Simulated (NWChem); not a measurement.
All runs are NWChem calculations. System: H$_{8}$Al$_{2}$N$_{2}$, charge 0, spin multiplicity 1, at a geometry optimised with PBE0/def2-SVP. The structure started from a generated list of species. Level: B2PLYP/def2-TZVP, 12 core orbitals frozen.

NWChem printed:

```
             Northwest Computational Chemistry Package (NWChem) 7.3.0
             --------------------------------------------------------

                                NWChem Input Module
                                -------------------

 Scaling coordinates for geometry "geometry" by  1.889725989
 (inverse scale =  0.529177249)

 Turning off AUTOSYM since
 SYMMETRY directive was detected!

                             Geometry "geometry" -> ""
                             -------------------------

 Output coordinates in angstroms (scale by  1.889725989 to convert to a.u.)

  No.       Tag          Charge          X              Y              Z
 ---- ---------------- ---------- -------------- -------------- --------------
    1 Al                  13.0000     0.00000000     0.00000000    -1.42407700
    2 Al                  13.0000     0.00000000     0.00000000     1.42407700
    3 N                    7.0000     1.36350700     0.00000000     0.00000000
    4 H                    1.0000     1.97593300     0.81679200     0.00000000
    5 H                    1.0000     1.97593300    -0.81679200     0.00000000
    6 H                    1.0000     0.00000000    -1.40476900    -2.18032900
    7 H                    1.0000     0.00000000     1.40476900    -2.18032900
    8 N                    7.0000    -1.36350700     0.00000000     0.00000000
    9 H                    1.0000    -1.97593300     0.81679200     0.00000000
   10 H                    1.0000    -1.97593300    -0.81679200     0.00000000
   11 H                    1.0000     0.00000000    -1.40476900     2.18032900
   12 H                    1.0000     0.00000000     1.40476900     2.18032900

 Effective nuclear repulsion energy (a.u.)     217.8729410917

            Nuclear Dipole moment (a.u.)
            ----------------------------
        X                 Y               Z
 ---------------- ---------------- ----------------
     0.0000000000     0.0000000000     0.0000000000

      Symmetry information
      --------------------

 Group name             D2h
 Group number             26
 Group order               8
 No. of unique centers     4

      Symmetry unique atoms

     1    3    4    6


 Summary of "ao basis" -> "" (spherical)
 ------------------------------------------------------------------------------
       Tag                 Description            Shells   Functions and Types
 ---------------- ------------------------------  ------  ---------------------
[...]
     2   0 2 0    -34.689152    -36.203546    -36.203546     37.717940
     2   0 1 1     -0.000000     -0.000000     -0.000000      0.000000
     2   0 0 2    -39.976775   -148.088206   -148.088206    256.199638

                   NWChem MP2 Semi-direct Energy/Gradient Module
                   ---------------------------------------------

  Basis functions       =    184
  Molecular orbitals    =    184
  Frozen core           =     12
  Frozen virtuals       =      0
  Active alpha occupied =     12
  Active beta occupied  =     12
  Active alpha virtual  =    160
  Active beta virtual   =    160
  Use MO symmetry       = T
  Use skeleton AO sym   = T

  AO/Fock/Back tols     =   1.0D-09  1.0D-09  1.0D-09

 GA uses MA = F    GA memory limited = T

 Available:
  local mem=  4.42D+07
 global mem=  1.44D+08
 local disk=  0.00D+00
  mp2_memr nvloc                   160
  nvloc new                   160
   1 passes of  12:        6291456                     165027                 107587091.
   1 passes of  12: M     44176086           G      144111488           F      37884630.
  mp2_memr nvloc                   160
  nvloc new                   160
   2 passes of   6:        6291456                     117047                  53822483.
   2 passes of   6: M     44176086           G      144111488           F      37884630.
  mp2_memr nvloc                   160
  nvloc new                   160
   3 passes of   4:        6291456                     101053                  35900947.
   3 passes of   4: M     44176086           G      144111488           F      37884630.

 Semi-direct pass number   1 of   3  for RHF alpha+beta  at        5.5s
  vrange nnbf                 16472
  mp2_eaftype                   136  avail_ma_in_mb                   384
 EAF : mp2_eaftype filesize         136   17950473.
  mp2_eaf for mointskh                    136
Node 0 wrote     84.3 Mb in      0.1 s     Agg I/O rate:   656.9 Mb/s
 Done moints_semi at       23.2s
  mp2_eaftype                   136  avail_ma_in_mb                   384
 EAF : mp2_eaftype filesize         136   17950473.
  mp2_eaf for kh                   136
 Done maket at       23.4s
 Semi-direct pass number   2 of   3  for RHF alpha+beta  at       23.4s
  vrange nnbf                 16472
  mp2_eaftype                   136  avail_ma_in_mb                   384
 EAF : mp2_eaftype filesize         136   17950473.
  mp2_eaf for mointskh                    136
Node 0 wrote     84.3 Mb in      0.1 s     Agg I/O rate:   645.0 Mb/s
 Done moints_semi at       41.2s
  mp2_eaftype                   136  avail_ma_in_mb                   384
 EAF : mp2_eaftype filesize         136   17950473.
  mp2_eaf for kh                   136
 Done maket at       41.4s
 Semi-direct pass number   3 of   3  for RHF alpha+beta  at       41.4s
  vrange nnbf                 16472
  mp2_eaftype                   136  avail_ma_in_mb                   384
 EAF : mp2_eaftype filesize         136   17950473.
  mp2_eaf for mointskh                    136
Node 0 wrote     84.3 Mb in      0.1 s     Agg I/O rate:   816.2 Mb/s
 Done moints_semi at       59.5s
  mp2_eaftype                   136  avail_ma_in_mb                   384
 EAF : mp2_eaftype filesize         136   17950473.
  mp2_eaf for kh                   136
 Done maket at       59.6s
 Done multipass loop at       59.6s

          -------------------------------------------
          DFT energy                    -598.837950439766
          Unscaled MP2 energy             -0.724842535258
          Total DFT+MP2 energy          -599.033657924286
          -------------------------------------------

 -----------------------
 Performance information
 -----------------------

 Timer overhead =  9.61D-08 seconds/call

               Nr. of calls         CPU time (s)                 Wall time (s)                GFlops
             ---------------    -------------------     ------------------------------   -------------------
Name         Min   Avg   Max    Min     Avg     Max     Min     Avg     Max   Mx/calls   Min     Max     Sum
mp2: moin     3     3     3    54.     54.     54.      54.     54.     54.     18.      0.0     0.0     0.0
mp2: make     3     3     3   0.50    0.50    0.50     0.50    0.50    0.50    0.17      0.0     0.0     0.0
mp2: tota     1     1     1    54.     54.     54.      54.     54.     54.     54.      0.0     0.0     0.0

 The average no. of pstat calls per process was 7.00D+00
 with a timing overhead of 6.73D-07s

 Task  times  cpu:       59.6s     wall:       59.6s

 Total times  cpu:       59.6s     wall:       59.6s
```

Task: Write an NWChem input that would produce this output.

Result: This is not unique; one that fits is 
```
start mol
memory heap 200 mb stack 900 mb global 1100 mb
geometry units angstroms nocenter noautoz
  Al     0.000000     0.000000    -1.424077
  Al     0.000000     0.000000     1.424077
  N      1.363507     0.000000     0.000000
  H      1.975933     0.816792     0.000000
  H      1.975933    -0.816792     0.000000
  H      0.000000    -1.404769    -2.180329
  H      0.000000     1.404769    -2.180329
  N     -1.363507     0.000000     0.000000
  H     -1.975933     0.816792     0.000000
  H     -1.975933    -0.816792     0.000000
  H      0.000000    -1.404769     2.180329
  H      0.000000     1.404769     2.180329
  symmetry group D2h
end
basis spherical
  * library def2-tzvp
end
dft
  xc hfexch 0.53 becke88 0.47 lyp 0.73 mp2 0.27
  dftmp2
  semidirect memsize 60000000 filesize 0
  iterations 100
end
mp2
  freeze core 12
end
task dft energy
```
